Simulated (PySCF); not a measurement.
**Stationary points of IO₂**

Level of theory: PySCF, B3LYP, basis I def2-TZVP with ECP28, O def2-TZVP (scalar-relativistic core potentials, no spin–orbit coupling, density fitting).

Relaxations began from a few typed shapes; open shells are unrestricted. The search is not exhaustive: other isomers or separated fragments can lie lower, and high-lying points may rest on an excited occupation.

Question: Which is the lowest minimum found?
A. doublet C2v: I–O 1.810 Å (×2); O–I–O 110.0°
B. broken-symmetry Ms = 1/2 (⟨S²⟩ 1.54) D∞h: I–O 1.968 Å (×2); O–I–O 180.0°

Answer: A. The others lie at 167.4 (broken-symmetry Ms = 1/2 D∞h, a saddle point) kJ/mol above it.

For the lowest minimum: with an element this heavy the missing spin–orbit coupling can shift these numbers.

The electron or spin density has lower symmetry than the nuclear frame for the broken-symmetry Ms = 1/2 (⟨S²⟩ 1.54) D∞h at 167.4 kJ/mol.
